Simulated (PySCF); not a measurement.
A calculated (PBE, PySCF 2.14, x2c-TZVPall, scalar relativity by spin-free X2C-1e) atom or ion has these occupied shells.

| shell | electrons | orbital energy (eV) | rms radius, mean of both spins (bohr) |
| --- | --- | --- | --- |
| 1s β | 1 | -17801.2 | 0.0426 |
| 1s α | 1 | -17801.2 | 0.0426 |
| 2s α | 1 | -2467.5 | 0.176 |
| 2s β | 1 | -2467.4 | 0.176 |
| 2p α | 3 | -2201.1 | 0.156 |
| 2p β | 3 | -2201.0 | 0.156 |
| 3s α | 1 | -404.23 | 0.491 |
| 3s β | 1 | -404.15 | 0.491 |
| 3p α | 3 | -317.39 | 0.499 |
| 3p β | 3 | -317.31 | 0.499 |
| 3d α | 5 | -174.63 | 0.498 |
| 3d β | 5 | -174.50 | 0.498 |
| 4s α | 1 | -54.674 | 1.29 |
| 4s β | 1 | -53.789 | 1.29 |
| 4p α | 3 | -32.756 | 1.47 |
| 4p β | 3 | -31.733 | 1.47 |
| 5s α | 1 | -4.627 | 4.01 |
| 4d α | 2 | -4.336 | 2.50 |
| 5s β | 1 | -4.023 | 4.01 |

Question: Name the element and its charge.

Answer: Zr (zirconium, neutral), in [Kr] 4d2 5s2, high-spin 3F determinant.
